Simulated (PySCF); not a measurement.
Structure and specific rotation at 589.3 nm (origin-invariant length gauge)

Method: TDDFT PBE0/def2-SVPD circular dichroism and optical rotation, one conformer, gas phase (PySCF 2.14.0). Geometry: GFN2-xTB.

Each molecule in one low-energy conformer. The parent is O=C[C@@H](F)[C@@H]1O[C@H]1F.

The molecule is flexible and this is one conformer; a measurement averages over conformers.

Q: How does the specific rotation at 589.3 nm (origin-invariant length gauge) change along this series?
- O=C[C@@H](F)[C@@H]1O[C@H]1F (base)
- O=C[C@@H](F)[C@H]1O[C@@H]1F (diastereomer)
- O=C[C@@H](F)[C@@H]1O[C@@H]1F (diastereomer)

A: 
| molecule | [α]589 (deg dm⁻¹ (g/mL)⁻¹) | S1 (eV) | R(S1), velocity form (10⁻⁴⁰ esu² cm²) |
| --- | --- | --- | --- |
| O=C[C@@H](F)[C@@H]1O[C@H]1F | +148.8 | 4.19 | +4.0 |
| O=C[C@@H](F)[C@H]1O[C@@H]1F | -243.4 | 4.21 | -3.9 |
| O=C[C@@H](F)[C@@H]1O[C@@H]1F | +116.8 | 4.18 | +1.9 |

The specific rotation at 589.3 nm (origin-invariant length gauge) is lowest for O=C[C@@H](F)[C@H]1O[C@@H]1F and highest for O=C[C@@H](F)[C@@H]1O[C@H]1F.
